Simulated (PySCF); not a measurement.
Correlation energy of As (arsenic, neutral)

[Ar] 3d10 4s1 4p3 4d1, high-spin 6D determinant (an excited configuration). All numbers are calculated (PySCF 2.14, scalar relativity by spin-free X2C-1e, in x2c-TZVPPall with one added diffuse shell each of s, p, d type (7s6p5d1f, 57 functions)). Frozen: [Ar] 3d10; 5 electrons correlated.

```csv
level,correlation energy (mhartree)
CCSD,-28.90
(T),-0.37
CCSD(T),-29.27
```

Diagnostics: T1 = 0.0022, D1 = 0.0048, largest double amplitude 0.026.

The outer electron is Rydberg-like, and this basis confines it to a smaller radius and binds it less than a complete one would.

Cost of the coupled-cluster step: about 1 core-seconds, for 5 correlated electrons.
